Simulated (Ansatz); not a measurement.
CH6OSi2, SMILES `O=C[SiH2][SiH3]`. Total charge 0; spin multiplicity 1.

Z-matrix (Å, degrees):
```
Si
C 1 1.928
Si 1 2.343 2 107.8
H 1 1.484 2 108.8 3 121.4
H 1 1.489 2 108.2 3 -118.4
O 2 1.204 1 122.8 3 -96.6
H 2 1.117 1 117.7 3 81.7
H 3 1.487 1 109.4 2 -57.1
H 3 1.487 1 110.2 2 -176.9
H 3 1.486 1 109.8 2 62.6
```

Task: Give the diagnostics of a CCSD(T)/def2-TZVPP run (frozen core, the Gaussian-basis code of Ansatz). (Best estimate.)

Result: The calculation gave: T1 = 0.0156, largest single amplitude 0.031, largest double 0.066, (T) share of the correlation energy 3.9 %, 11 CCSD cycles. The RHF solution is stable towards an unrestricted one. T1 lies under the customary mark of 0.02 for closed shells.
